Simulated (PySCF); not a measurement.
Molecule: `InChI=1S/C5H7N3O/c1-4(9)5-3-6-8(2)7-5/h3H,1-2H3`.

Geometry (Å), atoms numbered from 1 in this order:
```xyz
16

C    -2.3108   -1.1000    0.6895
C    -2.0042    0.2748    0.1618
O    -2.8444    1.1233   -0.0332
C    -0.5829    0.5222   -0.1094
C     0.0323    1.6872   -0.6071
N     1.3295    1.4567   -0.6986
N     1.4814    0.2199   -0.2793
C     2.7651   -0.4084   -0.2088
N     0.3850   -0.3805    0.0828
H    -3.3775   -1.2016    0.8682
H    -1.7577   -1.2654    1.6110
H    -1.9785   -1.8438   -0.0310
H    -0.4085    2.6205   -0.8855
H     3.2474   -0.1810    0.7442
H     2.6317   -1.4845   -0.2961
H     3.3846   -0.0305   -1.0197
```

Frames of a GFN2-xTB Langevin trajectory at 300 K; GIAO PBE0/pcSseg-1 shieldings in PySCF 2.14, gas phase, non-relativistic; equivalent atoms averaged within each frame.

Referencing at the same level of theory: TMS for ¹³C (σref 186.93), ¹H (σref 31.72); ¹⁷O (σref 336.08) against H2O; ¹⁵N (σref 267.73) against NH3. The references are static minima.

How do the shifts (ppm) fluctuate along the trajectory?

Answers


| time (fs) | C2 | C4 | C5 | C8 | C1 | O3 | N6 | N9 | N7 | H13 |
| --- | --- | --- | --- | --- | --- | --- | --- | --- | --- | --- |
| optimised geometry | 196.1 | 152.2 | 141.1 | 41.9 | 30.5 | 647.6 | 367.3 | 371.4 | 270.1 | 8.18 |
| 250 | 199.8 | 152.6 | 141.5 | 48.3 | 22.0 | 655.3 | 364.9 | 355.9 | 263.9 | 8.59 |
| 425 | 197.2 | 165.3 | 146.4 | 39.6 | 24.8 | 622.5 | 418.0 | 398.8 | 295.0 | 8.89 |
| 625 | 194.5 | 161.5 | 143.7 | 44.6 | 34.0 | 613.2 | 387.0 | 374.7 | 278.5 | 8.19 |
| 800 | 197.5 | 155.0 | 158.1 | 43.1 | 27.0 | 669.5 | 376.7 | 368.0 | 270.9 | 8.81 |
| 1000 | 203.3 | 149.3 | 144.8 | 38.4 | 31.8 | 702.2 | 370.4 | 375.1 | 270.1 | 7.97 |
| mean of frames | 198.5 | 156.7 | 146.9 | 42.8 | 27.9 | 652.6 | 383.4 | 374.5 | 275.7 | 8.49 |
| standard deviation | 3.3 | 6.5 | 6.5 | 4.0 | 4.9 | 36.1 | 21.0 | 15.6 | 12.0 | 0.40 |

5 frames give an uncertainty of the mean of about the standard deviation over 2.2 at best, since frames this close in time may not be independent; classical motion lacks zero-point vibration, and the reference would need the same averaging.
